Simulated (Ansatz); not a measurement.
Cartesian coordinates (Å):
SMILES: [SiH3]N[SiH3]
```xyz
10

Si    -1.5573     0.0823     0.0556
N      0.0783     0.6301    -0.0063
Si     1.5301    -0.3024    -0.0468
H     -2.3115     0.7899     1.1259
H     -1.5246    -1.3736     0.3394
H     -2.2856     0.3106    -1.2238
H      0.2003     1.6305    -0.0875
H      2.5031     0.1901     0.9660
H      2.2070    -0.2494    -1.3729
H      1.1602    -1.7081     0.2504
```
Charge 0, spin multiplicity 1.

Method: frozen-core CCSD(T)/aug-cc-pVTZ // PBE0-D3(BJ)/def2-TZVPD (Ansatz, a first-principles code).

```json
{
  "HF energy": "-636.48482 Ha",
  "MP2 correlation energy": "-0.48135 Ha"
}
```

Q: Estimate the CCSD correlation energy, the (T) correction, the total energy and the T1 diagnostic.

A: 
```yaml
CCSD correlation energy: -0.52913 Ha
"(T) correction": -0.01838 Ha
CCSD(T) total energy: -637.03234 Ha
T1 diagnostic: 0.011
```
